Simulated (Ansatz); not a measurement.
SiH(SiH3)3 (Si4H10). Charge 0, multiplicity 1. Geometry r2SCAN-D4/def2-SVP, basis def2-TZVP, Ansatz.

| atom | x (Å) | y (Å) | z (Å) |
| --- | --- | --- | --- |
| Si1 | 0.2367 | -0.4621 | -0.4620 |
| Si2 | 1.7761 | -0.2365 | 1.2965 |
| Si3 | -1.8221 | -1.1863 | 0.4041 |
| Si4 | -0.0566 | 1.6234 | -1.4999 |
| H5 | 0.7473 | -1.4599 | -1.4595 |
| H6 | 3.0850 | 0.2839 | 0.7959 |
| H7 | 2.0055 | -1.5499 | 1.9728 |
| H8 | 1.2289 | 0.7291 | 2.2986 |
| H9 | -1.6638 | -2.4707 | 1.1525 |
| H10 | -2.8184 | -1.3861 | -0.6930 |
| H11 | -2.3456 | -0.1467 | 1.3432 |
| H12 | 1.2267 | 2.1047 | -2.0973 |
| H13 | -0.5093 | 2.6139 | -0.4752 |
| H14 | -1.0904 | 1.5431 | -2.5768 |

```tsv
run	HOMO (eV)	LUMO (eV)
A	-7.20	-0.86
B	-8.00	-0.29
C	-6.95	-1.09
D	-7.80	-0.43
E	-10.20	1.70
F	-10.45	2.83
```

B3LYP takes the VWN-RPA correlation.

Q: The runs used B3LYP, HF, PBE, PBE0, r2SCAN, ωB97X-V. Estimate which is which.

A: A r2SCAN (0 % exact exchange); B PBE0 (25 % exact exchange); C PBE (0 % exact exchange); D B3LYP (20 % exact exchange); E ωB97X-V (range-separated); F HF (100 % exact exchange). Exact exchange lowers occupied and raises empty levels; among semilocal functionals meta-GGAs tend to open the gap a little, and such runs are hard to tell apart. The gap grows from 5.86 eV (PBE) to 13.27 eV (HF).
